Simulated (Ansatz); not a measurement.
`[SiH3][SiH2]BCl` + H₂Se → `[SiH3][SiH2][SeH]` + `BCl` at 298.15 K and 1 bar (cleavage of the Si–B bond).

Computed with Ansatz on PBE0-D4/def2-TZVP structures; ΔE is electronic, products minus reactants. CCSD(T)/CBS adds triple-zeta CCSD(T) − MP2 to the extrapolated MP2 energy (def2 sets, frozen cores). This one scheme is used for every species. For Se outer-core shells are correlated without core-valence functions, which leaves a few kJ/mol of doubt a bond. Scalar relativity is left out up to krypton. One conformer a species, not always the lowest.

```json
{"species": "`[SiH3][SiH2]BCl`", "CCSD(T)/CBS energy (Eh)": "-1066.34562", "H − E (kJ/mol)": "167.5", "S (J/(mol·K))": "367.8"}
{"species": "H₂Se", "CCSD(T)/CBS energy (Eh)": "-2401.89790", "H − E (kJ/mol)": "45.8", "S (J/(mol·K))": "219.1"}
{"species": "`[SiH3][SiH2][SeH]`", "CCSD(T)/CBS energy (Eh)": "-2982.48284", "H − E (kJ/mol)": "151.5", "S (J/(mol·K))": "349.1"}
{"species": "`BCl`", "CCSD(T)/CBS energy (Eh)": "-485.78909", "H − E (kJ/mol)": "65.8", "S (J/(mol·K))": "234.3"}
```

H − E and S are ideal-gas, rigid-rotor, harmonic terms from PBE0-D4/def2-TZVP, for one conformer and one mirror image of each species. 1 Eh = 2625.50 kJ/mol, R = 8.31446 J/(mol·K).

Task: By hand: ΔE, ΔH, ΔS and ΔG.

Result: ΔE = (-2982.48284) + (-485.78909) − (-1066.34562) − (-2401.89790) = -0.02841 Eh = -74.6 kJ/mol. Δ(H − E) = 151.5 + 65.8 − 167.5 − 45.8 = 4.0, so ΔH = -70.6 kJ/mol. ΔS = 349.1 + 234.3 − 367.8 − 219.1 = -3.5 J/(mol·K). ΔG = -70.6 − 298.15 × (-3.5)/1000 = -69.6 kJ/mol.

Task: By hand: the equilibrium constant, and the temperature at which ΔG would vanish if ΔH and ΔS stayed fixed.

Result: log₁₀ K = −ΔG/(RT ln 10) = 12.2. ΔG = 0 at ΔH/ΔS = 20171 K, far beyond where these terms or the molecules hold.

The number of gas molecules stays the same, so ΔS is small and ΔH decides. A doubt of 5 kJ/mol in ΔE shifts log₁₀ K by 0.9 here. Other conformers and mirror images would add mixing entropy, several J/(mol·K) or more a flexible species. Modes under 60 cm⁻¹, often nearly free rotors, make the harmonic entropy too high. These are equilibria of isolated gas molecules and say nothing of rates. Largest T1 diagnostic: 0.014 (customary marks: 0.02 for closed shells, 0.045 for open ones).
